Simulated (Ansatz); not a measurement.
Ansatz (an electronic-structure program) input (B3LYP/LANL2DZ): The .json file is the Basis Set Exchange's LANL2DZ.

Ansatz 0.2 input:
```yaml
crystal:
  periodic: [false, false, false]
  atoms:
    - {symbol: La, position_ang: [0.00000000, -0.00000000, 0.00000000]}
    - {symbol: Br, position_ang: [-2.26074400, -1.74308600, -0.35771000]}
    - {symbol: Br, position_ang: [-0.02578900, 2.64161000, -1.13951700]}
    - {symbol: Br, position_ang: [2.28653300, -0.89852400, 1.49722700]}
basis:
  gaussian:
    orbitals: LANL2DZ.json
hamiltonian:
  xc: {name: B3LYP}
total_charge: -1
magnetization: {spin_polarized: true, initial_magnetization: 1}
relax: {f_tol: 0.003, max_steps: 120}
```

Output:

```
Functional definition: B3LYP
integrals: 0.02 GiB planned
725 factors; integrals over basis functions are off by at most 5.3e-5 eV
mean field: 0.26 GiB planned
mean field evaluation 1: about -1933.6741 eV, gradient 3.4e0 eV
mean field evaluation 2: about -1933.6499 eV, gradient 4.8e0 eV
mean field evaluation 4: about -1933.8821 eV, gradient 2.5e-1 eV
mean field evaluation 8: about -1933.8859 eV, gradient 6.1e-3 eV
mean field evaluation 16: about -1933.8037 eV, gradient 8.8e-1 eV
mean field -1933.88593173 eV, -71.0689971563 hartree, gradient 2.5e-5 eV, S^2 0.750800; 1 other end points of the search recorded, 0 dependent functions left out
the calculation of the forces begins
reference -1933.88623014 eV, -71.0690081224 hartree; 17, 16 occupied and 29, 30 virtual orbitals, 725 factors
relax step   1: F+E_penalty+E_count = -1933.88593173 eV  Δ(F+E_penalty+E_count) = +0.000e0 eV  max|allowed force component| = 3.524e-1 eV/Å  Δτ_max = 0.0000 Å  (31 SCF iters, accepted)
these checks for a lower state are left out or cut short: starts, cluster_reference, orbital_swaps, neighbouring_geometries, increment
integrals: 0.02 GiB planned
725 factors; integrals over basis functions are off by at most 5.3e-5 eV
mean field: 0.26 GiB planned
mean field -1933.91506605 eV, -71.0700678225 hartree, gradient 3.2e-5 eV, S^2 0.750797; 0 other end points of the search recorded, 0 dependent functions left out
the calculation of the forces begins
reference -1933.91536862 eV, -71.0700789420 hartree; 17, 16 occupied and 29, 30 virtual orbitals, 725 factors
relax step   2: F+E_penalty+E_count = -1933.91506605 eV  Δ(F+E_penalty+E_count) = -2.913e-2 eV  max|allowed force component| = 2.023e-2 eV/Å  Δτ_max = 0.0557 Å  (26 SCF iters, accepted)
these checks for a lower state are left out or cut short: starts, cluster_reference, orbital_swaps, neighbouring_geometries, increment
integrals: 0.02 GiB planned
725 factors; integrals over basis functions are off by at most 5.3e-5 eV
mean field: 0.26 GiB planned
mean field evaluation 32: about -1933.9152 eV, gradient 1.6e-5 eV
mean field -1933.91517538 eV, -71.0700718404 hartree, gradient 1.6e-5 eV, S^2 0.750797; 0 other end points of the search recorded, 0 dependent functions left out
the calculation of the forces begins
reference -1933.91547774 eV, -71.0700829518 hartree; 17, 16 occupied and 29, 30 virtual orbitals, 725 factors
relax step   3: F+E_penalty+E_count = -1933.91517538 eV  Δ(F+E_penalty+E_count) = -1.093e-4 eV  max|allowed force component| = 1.843e-3 eV/Å  Δτ_max = 0.0030 Å  (22 SCF iters, accepted)
integrals: 0.02 GiB planned
725 factors; integrals over basis functions are off by at most 5.3e-5 eV
mean field: 0.26 GiB planned
mean field -1933.91517538 eV, -71.0700718404 hartree, gradient 1.6e-5 eV, S^2 0.750797; 2 other end points of the search recorded, 0 dependent functions left out
the calculation of the forces begins
reference -1933.91547774 eV, -71.0700829518 hartree; 17, 16 occupied and 29, 30 virtual orbitals, 725 factors
Total energy: -1933.91547774 eV, -71.0700829518 hartree
Atom 0 at     0.000002     0.000002     0.000000 Å, force     0.000000     0.000000     0.000000 eV/Å
Atom 1 at    -2.302168    -1.775025    -0.364264 Å, force     0.001578     0.001217     0.000250 eV/Å
Atom 2 at    -0.026265     2.690016    -1.160400 Å, force     0.000017    -0.001843     0.000795 eV/Å
Atom 3 at     2.328431    -0.914993     1.524664 Å, force    -0.001595     0.000626    -0.001044 eV/Å
Dipole moment:     0.000002     0.000001     0.000000 e Å
```

The dipole moment of an ion depends on the origin.

The geometry given is a B3LYP-D3(BJ)/def2-TZVP minimum.
